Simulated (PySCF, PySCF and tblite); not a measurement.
A run on one conformer of C₅H₆F₃NO, numbered as in [O:1]=[C:2]1[NH:3][CH2:4][CH2:5][C@@H:6]1[C:7]([F:8])([F:9])[F:10], from an ensemble study. The sound level was PBE0/pcSseg-1 on GFN2-xTB geometries.

Input:

```
{"job": {"xc": "B3LPY", "basis": "pcSseg-1", "solvent": "cyclohexane", "kind": "nmr", "pop": false}, "charge": 0, "multiplicity": 1}
O      0.456469     2.517655    -0.135929
C     -0.011124     1.410747    -0.141503
N     -1.264065     1.056009     0.189598
C     -1.556971    -0.355844     0.124193
C     -0.407288    -0.908332    -0.731618
C      0.721390     0.107849    -0.541467
C      1.652304    -0.293409     0.592452
F      2.222339    -1.492644     0.363773
F      2.650647     0.567988     0.780699
F      1.008421    -0.412902     1.765904
H     -1.916196     1.722304     0.569387
H     -2.531948    -0.527291    -0.336849
H     -1.559307    -0.797912     1.127449
H     -0.697355    -0.932384    -1.781380
H     -0.115518    -1.912526    -0.429195
H      1.340603     0.259635    -1.426923
```

Command: OMP_NUM_THREADS=1 python ens_run.py task.json out

Output:

```
KeyError: "LibXCFunctional: name 'B3LPY' not found."
```

Problem. What is wrong with this calculation?

Solution. The setting at fault: functional unknown or not served for shieldings. B3LPY is no functional's name. (The solvent model also differs from the sound level's.) The program refused the input.
